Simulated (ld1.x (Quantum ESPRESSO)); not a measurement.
## Building the PAW potential for Tb (PBE, scalar-relativistic).

ld1.x (Quantum ESPRESSO) 7.5 input, shortened:

```
&input
   title='Tb', zed=65., rel=1, dft='PBE', iswitch=3,
   config='[Xe] 4f9 5d0 6s2 6p0'
 /
 &inputp
   pseudotype=3, lpaw=.true., tm=.true., lloc=-1, rcloc=1.15,
   nlcc=.true., new_core_ps=.true.,
   which_augfun='BESSEL', rmatch_augfun=1.05
 /
8
5S  1  0   2.00   0.00  1.70  1.90  0.0
6S  2  0   2.00   0.00  1.70  1.90  0.0
5P  2  1   6.00   0.00  2.55  3.00  0.0
6P  3  1   0.00   0.00  2.55  3.00  0.0
5D  3  2   0.00   0.00  3.10  3.35  0.0
5D  3  2   0.00   2.35  3.10  3.35  0.0
4F  4  3   9.00   0.00  0.95  1.30  0.0
4F  4  3   0.00   0.50  0.95  1.30  0.0
 &test
   configts(1)='4f9 5s2 5p6 5d0 6s2 6p0'
 /
```

All-electron outer shells of the reference configuration (PBE, scalar-relativistic, ld1.x):

| shell | level (eV) | outermost node (bohr) | outermost maximum (bohr) |
| --- | --- | --- | --- |
| 4p | -280.37 | 0.28 | 0.53 |
| 4d | -146.92 | 0.26 | 0.55 |
| 5s | -47.48 | 0.64 | 1.18 |
| 5p | -24.83 | 0.69 | 1.35 |
| 6s | -3.70 | 1.60 | 3.54 |
| 4f | -3.03 | – | 0.56 |
| 5d | -1.30 | 0.78 | 2.12 |
| 6p | -1.17 | 1.96 | 4.83 |

(1) Is the overlap operator S = 1 + Σ q|β⟩⟨β| positive definite (Bessel basis up to 400 Ry)?

Results:

(1) No: its lowest eigenvalue is -1.071, in the p channel, so the generalised eigenproblem breaks down once the basis is large enough.

Its largest configuration-test error is -7.7 meV (4f9 5s2 5p6 5d0 6s0 6p0). Test run stopped at test 3 of 7 (negative rho).

The ghost test of this file was not conclusive. Its overlap operator is not positive definite in a basis up to 400 Ry (lowest eigenvalue s -0.09, p -1.07), so the file is unfit for use: the generalised eigenproblem breaks down once the basis is large enough, and its test numbers describe a broken file.
